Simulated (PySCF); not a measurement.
Rubidium: a sound run and one with changed settings

Sound run: Rb(2+) [Ar] 3d10 4s2 4p5, Rb(3+) [Ar] 3d10 4s2 4p4. Calculation: PySCF 2.14, in cc-pVDZ-X2C (6s5p3d, 36 functions); the spin-free X2C one-electron Hamiltonian (Gaussian nucleus). In the sound run the correlated levels freeze [Ar] 3d10 4s2. The sound run starts from symmetry-adapted Hartree-Fock orbitals and uses a fine grid where one is needed.

A second run was set up differently.

```csv
species,method,sound run (hartree),changed run (hartree),converged
Rb(2+),UHF,-2978.00122,-2978.00122,yes
Rb(2+),PBE,-2979.43041,-2979.43041,yes
Rb(2+),M06-L,-2979.71910,-2979.71910,yes
Rb(2+),MP2,-2978.00518,-2978.00273,yes
Rb(2+),CCSD(T),-2978.00558,-2978.00558,yes
Rb(3+),UHF,-2976.53596,-2976.53596,yes
Rb(3+),PBE,-2977.92104,-2977.92104,yes
Rb(3+),M06-L,-2978.21555,-2978.21555,yes
Rb(3+),MP2,-2976.53778,-2976.53673,yes
Rb(3+),CCSD(T),-2976.53796,-2976.53796,yes
```

Ionisation energy of Rb(2+):

```json
{"method": "UHF", "sound run (eV)": "39.872", "changed run (eV)": "39.872"}
{"method": "PBE", "sound run (eV)": "41.072", "changed run (eV)": "41.072"}
{"method": "M06-L", "sound run (eV)": "40.914", "changed run (eV)": "40.914"}
{"method": "MP2", "sound run (eV)": "39.930", "changed run (eV)": "39.892"}
{"method": "SCS-MP2", "sound run (eV)": "39.930", "changed run (eV)": "39.892"}
{"method": "CCSD", "sound run (eV)": "39.936", "changed run (eV)": "39.936"}
{"method": "CCSD(T)", "sound run (eV)": "39.936", "changed run (eV)": "39.936"}
```

Task: What was changed?
A. level shift left on
B. too few SCF iterations
C. angular grid far too coarse
D. a valence shell is frozen

Result: A. It used initial guess 1e, at most 50 SCF cycles, level shift 2.0 hartree. A level shift leaves the converged SCF energy unchanged but raises the virtual orbital energies, which shrinks MP2 if it is not removed.
